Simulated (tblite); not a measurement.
Species: C8H17P.
SMILES with atom numbers: `[CH3:1][CH2:2][C@@H:3]1[PH:4][C@@H:5]1[C:6]([CH3:7])([CH3:8])[CH3:9]` (hydrogens: H10, H11, H12 on C1; H13, H14 on C2; H15 on C3; H16 on P4; H17 on C5; H18, H19, H20 on C7; H21, H22, H23 on C8; H24, H25, H26 on C9)

Computed with GFN2-xTB (tblite), gas phase: L-BFGS steps from a force-field or distance-geometry start until the largest atomic force falls under 0.01 eV/Å.

Step 6: E = -770.0840 eV
```
atom  x, y, z in Å  |  force x, y, z in eV/Å
C1      3.4122    0.5328   -0.2623    0.013   0.001   0.005
C2      1.8978    0.3876   -0.3721    0.038  -0.020  -0.042
C3      1.2725    0.0907    0.9706    0.017   0.020  -0.022
P4      0.9169   -1.6577    1.4996   -0.021   0.046  -0.011
C5     -0.1899   -0.1947    1.2136   -0.008   0.004   0.008
C6     -1.3646   -0.0953    0.2446    0.013  -0.008  -0.009
C7     -2.5598   -0.8180    0.8817    0.019   0.001  -0.007
C8     -1.1155   -0.6998   -1.1359   -0.015  -0.017  -0.034
C9     -1.7139    1.3904    0.0737    0.003  -0.008   0.012
H10     3.6766    1.3588    0.3942   -0.012   0.003   0.011
H11     3.8428    0.7228   -1.2431    0.005   0.004   0.004
H12     3.8544   -0.3773    0.1372   -0.028  -0.017   0.019
H13     1.4811    1.3156   -0.7783   -0.009  -0.007   0.040
H14     1.6815   -0.4187   -1.0724   -0.015  -0.005  -0.076
H15     1.7314    0.6929    1.7532   -0.046   0.002   0.054
H16     0.8501   -2.1347    0.1887    0.023  -0.031  -0.006
H17    -0.5025    0.1990    2.1822   -0.014   0.042   0.028
H18    -2.8004   -0.3931    1.8546    0.027  -0.005  -0.026
H19    -2.3385   -1.8757    1.0164    0.030   0.028  -0.003
H20    -3.4354   -0.7260    0.2427   -0.006  -0.015   0.015
H21    -2.0351   -0.6583   -1.7159   -0.012  -0.007  -0.010
H22    -0.8163   -1.7435   -1.0638   -0.017  -0.012   0.029
H23    -0.3530   -0.1520   -1.6803   -0.026   0.021  -0.005
H24    -0.8850    1.9340   -0.3733    0.005  -0.009   0.013
H25    -1.9463    1.8476    1.0334    0.013  -0.016  -0.006
H26    -2.5824    1.4951   -0.5746    0.026   0.005   0.020
```

Step 7: E = -770.0847 eV
```
atom  x, y, z in Å  |  force x, y, z in eV/Å
C1      3.4123    0.5329   -0.2622    0.017  -0.004   0.001
C2      1.8983    0.3872   -0.3731    0.027  -0.014  -0.031
C3      1.2731    0.0906    0.9698   -0.006   0.022  -0.010
P4      0.9158   -1.6558    1.4990    0.010  -0.009   0.025
C5     -0.1899   -0.1958    1.2139   -0.013   0.047  -0.007
C6     -1.3637   -0.0958    0.2446   -0.022   0.006  -0.028
C7     -2.5592   -0.8178    0.8813    0.009   0.000  -0.011
C8     -1.1160   -0.7001   -1.1366   -0.007  -0.011  -0.014
C9     -1.7136    1.3899    0.0740    0.012  -0.004   0.004
H10     3.6765    1.3592    0.3946   -0.016  -0.006   0.005
H11     3.8432    0.7230   -1.2430    0.006   0.002   0.011
H12     3.8535   -0.3779    0.1377   -0.025  -0.007   0.015
H13     1.4811    1.3155   -0.7775   -0.009  -0.002   0.030
H14     1.6809   -0.4187   -1.0743   -0.007   0.004  -0.063
H15     1.7294    0.6923    1.7544   -0.033   0.007   0.040
H16     0.8508   -2.1346    0.1896    0.018  -0.034  -0.024
H17    -0.5023    0.2000    2.1821   -0.013   0.036   0.020
H18    -2.7994   -0.3929    1.8540    0.024  -0.001  -0.017
H19    -2.3372   -1.8749    1.0161    0.028   0.013   0.000
H20    -3.4357   -0.7264    0.2430    0.005  -0.013   0.017
H21    -2.0359   -0.6584   -1.7163   -0.007  -0.009  -0.004
H22    -0.8167   -1.7436   -1.0626   -0.016  -0.011   0.016
H23    -0.3536   -0.1514   -1.6803   -0.026   0.013  -0.010
H24    -0.8847    1.9337   -0.3731    0.003  -0.009   0.014
H25    -1.9460    1.8471    1.0336    0.013  -0.015  -0.002
H26    -2.5820    1.4953   -0.5744    0.027   0.000   0.022
```

**Question.** Estimate the geometry and energy of step 8. (The exact step hangs on the optimiser's Hessian estimate; all steps are aligned on step 7, rigid shifts and turns removed.)

**Answer.** E = -770.0855 eV, largest force 0.073 eV/Å
```
atom  x, y, z in Å  |  force x, y, z in eV/Å
C1      3.4128    0.5328   -0.2621    0.011  -0.010  -0.002
C2      1.8992    0.3865   -0.3747    0.000  -0.004  -0.006
C3      1.2736    0.0909    0.9689   -0.025   0.013   0.005
P4      0.9149   -1.6541    1.4989    0.029  -0.047   0.038
C5     -0.1902   -0.1958    1.2139   -0.010   0.070  -0.018
C6     -1.3632   -0.0961    0.2441   -0.037   0.016  -0.031
C7     -2.5584   -0.8176    0.8807    0.000  -0.003  -0.009
C8     -1.1167   -0.7005   -1.1376   -0.002  -0.002   0.007
C9     -1.7131    1.3893    0.0743    0.016   0.002  -0.003
H10     3.6760    1.3594    0.3951   -0.017  -0.015   0.001
H11     3.8438    0.7232   -1.2428    0.013  -0.001   0.013
H12     3.8520   -0.3786    0.1385   -0.016   0.000   0.011
H13     1.4809    1.3154   -0.7760   -0.005   0.004   0.015
H14     1.6803   -0.4185   -1.0774    0.004   0.019  -0.039
H15     1.7267    0.6918    1.7564   -0.019   0.008   0.013
H16     0.8520   -2.1352    0.1901    0.013  -0.029  -0.024
H17    -0.5023    0.2017    2.1823   -0.008   0.026  -0.001
H18    -2.7980   -0.3927    1.8531    0.020   0.004  -0.003
H19    -2.3353   -1.8739    1.0158    0.026  -0.006   0.002
H20    -3.4359   -0.7271    0.2436    0.009  -0.012   0.013
H21    -2.0369   -0.6588   -1.7169   -0.004  -0.012  -0.001
H22    -0.8175   -1.7439   -1.0610   -0.013  -0.007   0.002
H23    -0.3548   -0.1504   -1.6805   -0.023   0.002  -0.016
H24    -0.8843    1.9331   -0.3726    0.008  -0.004   0.012
H25    -1.9454    1.8463    1.0337    0.012  -0.012   0.007
H26    -2.5812    1.4955   -0.5737    0.018   0.000   0.014
```

The energy changes by -0.0007 eV. The first-order estimate −F·Δx gives -0.0010 eV and the mean of the old and new forces, exact on a quadratic surface, -0.0007 eV. The step makes an angle of 40° with the force vector and moves no atom by more than 0.003 Å.
